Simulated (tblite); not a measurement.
C5H15AlBN.
Cartesian coordinates in Å at the GFN2-xTB level; atoms count from 1:
```xyz
23
C5H15AlBN angstrom
B     -0.0983    2.2781   -0.4351
C     -0.3046    0.7268   -0.5232
C     -1.7219    0.3217   -0.0275
C     -1.9157   -1.1974   -0.1839
Al    -0.0616   -1.9930   -0.3455
N      0.6971   -0.1579    0.1174
C      2.0150    0.0511   -0.4579
C      0.7421   -0.0131    1.5628
H     -0.8342    2.9640   -1.0284
H      0.7310    2.7774    0.2206
H     -0.3016    0.4132   -1.5808
H     -2.4544    0.8893   -0.6061
H     -1.8377    0.6244    1.0153
H     -2.4119   -1.3732   -1.1539
H     -2.6445   -1.5413    0.5598
H      0.4445   -2.1265   -1.8277
H      0.6259   -2.8854    0.7331
H      2.4208    1.0385   -0.2214
H      2.6898   -0.7167   -0.0779
H      1.9548   -0.0612   -1.5400
H      0.8424    1.0310    1.8704
H     -0.1663   -0.4371    1.9913
H      1.5845   -0.5856    1.9488
```

Calculated harmonic vibrations of the isolated species, GFN2-xTB (tblite), most abundant isotopes, no scaling. This tight-binding method is rough: wavenumbers can miss measured ones by several per cent, in bad cases by 10 to 20. Modes of hydrogen on aluminium and boron can be 10 to 20 % off. One conformer, not necessarily the lowest.

Harmonic wavenumbers (cm⁻¹): 87.3, 125.0, 142.2, 156.4, 200.9, 223.2, 244.9, 272.6, 280.7, 304.7, 328.2, 394.7, 441.0, 454.4, 494.2, 534.9, 542.1, 604.8, 670.8, 763.5, 765.3, 805.7, 836.8, 906.2, 954.8, 1000.0, 1034.0, 1037.6, 1047.7, 1072.3, 1085.7, 1137.5, 1161.8, 1190.6, 1215.9, 1225.0, 1246.9, 1260.3, 1312.1, 1321.8, 1403.2, 1422.6, 1461.2, 1466.8, 1472.4, 1476.6, 1484.3, 1511.7, 1649.7, 1712.5, 2646.7, 2684.5, 2828.5, 2835.9, 2912.4, 2950.6, 2956.0, 2962.4, 2974.3, 2996.5, 2997.9, 3009.9, 3016.4.

A = 2073, B = 1733, C = 1237 MHz; mass 127.111 u (most abundant isotopes); point group C1, symmetry number 1.

Problem. Zero-point energy?

Solution. Half the sum of the wavenumbers: 40859 cm⁻¹ = 488.78 kJ/mol.

Problem. Give the ideal-gas entropy at 273.15 K and 1 bar in the rigid-rotor, harmonic-oscillator model (classical rotation).

Solution. Translation 167.46, rotation 118.87, vibration 116.19: S = 402.5 J/(mol K).

Problem. And Cp and H(273.15 K) − H(0)?

Solution. Cp = 177.36 J/(mol K), of which vibrations give 144.11 (their classical limit is 63 R = 523.8); H(273.15 K) − H(0) = 27.80 kJ/mol without the zero-point energy, 18.71 from vibrations.

Problem. How do the functions run with temperature in this model?

Solution. 
| T (K) | S (J/(mol K)) | Cp (J/(mol K)) | H − H(0) (kJ/mol) | G − H(0) (kJ/mol) | ln q(vib) |
| --- | --- | --- | --- | --- | --- |
| 50 | 235.1 | 48.1 | 1.86 | -9.89 | 0.15 |
| 100 | 278.7 | 81.6 | 5.11 | -22.77 | 0.96 |
| 298.15 | 418.6 | 190.4 | 32.39 | -92.42 | 6.49 |
| 373.15 | 465.5 | 228.5 | 48.12 | -125.58 | 8.79 |
| 500 | 540.5 | 284.9 | 80.80 | -189.45 | 12.71 |
| 750 | 672.4 | 365.2 | 162.79 | -341.49 | 20.28 |
| 1000 | 785.2 | 417.9 | 261.12 | -524.04 | 27.40 |

q(vib) and H(0) count from the zero-point level.

Problem. Blend soft modes into free rotors: weight 1/[1 + (100 cm⁻¹/ν̃)⁴] for the oscillator and the rest for a rotor with moment μB/(μ + B), μ = h/(8π²ν), B = 10⁻⁴⁴ kg m². What vibrational entropy results?

Solution. 114.10 J/(mol K) in place of 116.19, which changes −T·S at 273.15 K by +0.57 kJ/mol.

Hindered rotation and anharmonicity are outside this model. Other conformers, if any are populated, would add a mixing term that is left out. The structure is chiral; the term R ln 2 for an equal mix with its mirror image is left out.
